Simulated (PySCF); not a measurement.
Dipole response of Re²⁺ (rhenium, charge +2)

[Xe] 4f14 5d5, high-spin 6S determinant. Calculation: PySCF 2.14, in x2c-TZVPPall with one added diffuse shell each of s, p, d, f type (12s8p8d4f1g, 113 functions); the spin-free X2C one-electron Hamiltonian (Gaussian nucleus). Coupled (time-dependent) response in atomic units; α is the mean over directions.

| method | mean α (bohr³) | C₆ (like pair) | S(−4) |
| --- | --- | --- | --- |
| PBE0 | 11.91 | 73.95 | 49.25 |

S(−4) is the Cauchy moment in α(ω) = α(0) + S(−4) ω² + …

α(iu) at PBE0:

```
u (hartree)  α(iu) (bohr³)
          0          11.91
     0.0500          11.79
      0.100          11.45
      0.200          10.37
      0.300          9.161
      0.500          7.144
      0.750          5.431
       1.00          4.277
       1.50          2.849
       2.00          2.027
       3.00          1.165
       5.00         0.5214
```

A single London oscillator, α(iu) = α/(1 + u²/ω²), gives C₆ = (3/4) ω α². Matching the computed C₆ needs ω = 4 × 73.95 / (3 × 11.91²) = 0.695 hartree.

For an ion, C₆ is the dispersion term alone; charge-induced terms of lower order in 1/R come first.

Spin-orbit coupling, which splits the p, d and f shells strongly at this Z, is absent.
